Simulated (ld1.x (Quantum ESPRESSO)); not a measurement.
How hard is this Pd RRKJ potential?

```
Element                 : Pd
Generator               : ld1.x (Quantum ESPRESSO) 7.5
Type                    : norm-conserving RRKJ (Kleinman–Bylander form)
Functional              : PBEsol
Relativity              : scalar-relativistic
Frozen core             : [Ar] 3d10
Valence charge          : 18
Reference configuration : 4s2 4p6 4d8 5s0 5p0 (charge +2)
Partial waves           : 4p (bound): rc 1.25 bohr; 4d (bound): rc 1.05 bohr; 4s (bound): rc 1.45 bohr
Local potential         : the s channel
Core correction         : Bessel-smoothed model core inside 1.00 bohr
rho0                    : 0.02
```

The pseudo-atom Hamiltonian at the reference potential is diagonalised in spherical Bessel functions j_l(qr) that vanish at 20 bohr, with q² up to the cutoff. All-electron valence levels (Ry): 4p -5.5881, 5p -1.0234, 4d -2.0080, 4s -8.1131, 5s -1.4822.

How do the lowest levels (Ry) of each channel move with the cutoff, and are there ghosts?

```json
{"cutoff (Ry)": "8", "p #1": "-3.9711", "p #2": "-0.8116", "d #1": "-1.0081", "d #2": "-0.3816", "s #1": "-7.8051", "s #2": "-1.4505", "s #3": "-0.5346", "f #1": "-0.2833", "Σ f·Δε (mRy)": "18318.7"}
{"cutoff (Ry)": "18", "p #1": "-5.3437", "p #2": "-0.9923", "d #1": "-1.5927", "d #2": "-0.4616", "s #1": "-7.9544", "s #2": "-1.6125", "s #3": "-0.5853", "f #1": "-0.2848", "Σ f·Δε (mRy)": "5107.8"}
{"cutoff (Ry)": "30", "p #1": "-5.4606", "p #2": "-1.0313", "d #1": "-1.8698", "d #2": "-0.4899", "s #1": "-8.0596", "s #2": "-1.6155", "s #3": "-0.5867", "f #1": "-0.2853", "Σ f·Δε (mRy)": "1978.7"}
{"cutoff (Ry)": "50", "p #1": "-5.5206", "p #2": "-1.0367", "d #1": "-1.9954", "d #2": "-0.5062", "s #1": "-8.1054", "s #2": "-1.6265", "s #3": "-0.5894", "f #1": "-0.2854", "Σ f·Δε (mRy)": "522.7"}
{"cutoff (Ry)": "70", "p #1": "-5.5749", "p #2": "-1.0494", "d #1": "-2.0044", "d #2": "-0.5081", "s #1": "-8.1097", "s #2": "-1.6273", "s #3": "-0.5897", "f #1": "-0.2854", "Σ f·Δε (mRy)": "116.2"}
{"cutoff (Ry)": "110", "p #1": "-5.5878", "p #2": "-1.0550", "d #1": "-2.0057", "d #2": "-0.5084", "s #1": "-8.1129", "s #2": "-1.6279", "s #3": "-0.5898", "f #1": "-0.2854", "Σ f·Δε (mRy)": "21.7"}
{"cutoff (Ry)": "160", "p #1": "-5.5881", "p #2": "-1.0553", "d #1": "-2.0079", "d #2": "-0.5087", "s #1": "-8.1131", "s #2": "-1.6280", "s #3": "-0.5898", "f #1": "-0.2854", "Σ f·Δε (mRy)": "1.9"}
{"cutoff (Ry)": "260", "p #1": "-5.5882", "p #2": "-1.0553", "d #1": "-2.0080", "d #2": "-0.5087", "s #1": "-8.1131", "s #2": "-1.6280", "s #3": "-0.5898", "f #1": "-0.2854", "Σ f·Δε (mRy)": "0.3"}
{"cutoff (Ry)": "400", "p #1": "-5.5882", "p #2": "-1.0553", "d #1": "-2.0081", "d #2": "-0.5087", "s #1": "-8.1131", "s #2": "-1.6280", "s #3": "-0.5898", "f #1": "-0.2854", "Σ f·Δε (mRy)": "0.0"}
```

Result: no extra level below or beside the all-electron valence levels (p, d, s, f tested); 10 mRy is reached at 140 Ry and 1 mRy at 200 Ry.

Its largest configuration-test error is +1049 meV.
